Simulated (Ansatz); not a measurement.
One change: `CC(=S)CI` becomes `CC(N)=S`.

Ansatz, PBE0-D4/def2-TZVP geometries, multiplicity 1. Each molecule was computed in one conformer, which needn't be the lowest.

Elements past krypton have def2 core potentials.

```
                                          property  `CC(=S)CI`
             HOMO energy (ωB97M-V/def2-TZVPP) / eV       -8.83
size of the dipole moment (ωB97M-V/def2-TZVPP) / D        2.18
                 HOMO energy (PBE/def2-TZVPP) / eV       -5.40
    zero-point energy (PBE0-D4/def2-TZVP) / kJ/mol       190.6
  size of the dipole moment (B3LYP/def2-TZVPP) / D        2.19
               HOMO energy (B3LYP/def2-TZVPP) / eV       -6.38
```

Q: Give the same properties after the change, and the shifts. (Best estimate.)

A: Computed: 
```json
{"property": "HOMO energy (ωB97M-V/def2-TZVPP) / eV", "`CC(N)=S`": "-8.23", "shift": "0.60"}
{"property": "size of the dipole moment (ωB97M-V/def2-TZVPP) / D", "`CC(N)=S`": "4.51", "shift": "2.33"}
{"property": "HOMO energy (PBE/def2-TZVPP) / eV", "`CC(N)=S`": "-4.82", "shift": "0.58"}
{"property": "zero-point energy (PBE0-D4/def2-TZVP) / kJ/mol", "`CC(N)=S`": "188.5", "shift": "-2.1"}
{"property": "size of the dipole moment (B3LYP/def2-TZVPP) / D", "`CC(N)=S`": "4.45", "shift": "2.26"}
{"property": "HOMO energy (B3LYP/def2-TZVPP) / eV", "`CC(N)=S`": "-5.79", "shift": "0.59"}
```

With PBE0 the HOMO rises by 0.60 eV and the LUMO rises by 1.85 eV, so the gap widens by about 1.25 eV. PBE moves the HOMO by 0.58 eV and ωB97M-V by 0.60 eV. The zero-point energy changes by -2.1 kJ/mol with -3 modes. Dipoles are sizes alone; their direction can turn.

B3LYP here is the variant with VWN-RPA as its local correlation; programs differ in this.

Spin–orbit coupling is left out; it splits and shifts lone-pair levels of the heavy atoms by tenths of an eV.
